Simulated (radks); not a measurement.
Problem. Radial electron density D(r) = 4 pi r^2 rho(r) of an atom or ion with 22 electrons. All-electron calculation, Dirac Kohn-Sham, PBE, spin-unpolarised, spherical densities, finite nucleus; Fermi nuclear charge, rms radius of each element as measured or else 0.836 A^(1/3) + 0.57 fm. Program: a radial shooting solver on a logarithmic mesh with Libxc functionals.

| r (bohr) | D(r) (e/bohr) |
|---|---|
| 0.002282 | 0.4606 |
| 0.003143 | 0.8341 |
| 0.004328 | 1.489 |
| 0.00596 | 2.606 |
| 0.008142 | 4.383 |
| 0.01121 | 7.203 |
| 0.01544 | 11.25 |
| 0.02127 | 16.41 |
| 0.02929 | 21.80 |
| 0.04033 | 25.58 |
| 0.0551 | 25.81 |
| 0.07587 | 22.54 |
| 0.1045 | 19.62 |
| 0.1439 | 21.92 |
| 0.1982 | 27.29 |
| 0.2729 | 26.12 |
| 0.3728 | 16.19 |
| 0.5134 | 8.275 |
| 0.707 | 9.127 |
| 0.9737 | 9.629 |
| 1.341 | 5.328 |
| 1.847 | 1.944 |
| 2.543 | 1.089 |
| 3.474 | 0.6306 |
| 4.784 | 0.1670 |
| 6.588 | 0.02295 |
| 9.073 | 0.02451 |
| 12.49 | 0.05942 |
| 17.21 | 0.07881 |
| 23.51 | 0.02932 |
| 32.37 | 0.002139 |

What is the nuclear charge?

Solution. Z = 22. The innermost maximum, from 1s, lies near gamma/Z bohr with gamma = sqrt(1 - (Z/c)^2) = 0.987, here 0.0449 bohr (found: 0.0481), and its height grows with Z. The density is that of neutral titanium in [Ar] 3d1 4s2 4f1; the configuration itself is not fixed sharply by these data, and Z only to about a unit. D(r) has 4 maxima, at r = 0.0481, 0.225, 0.864, 16.4 bohr, and minima at 0.109, 0.565, 7.49 bohr, inside which lie 2.14, 10.39, 21.02 electrons.
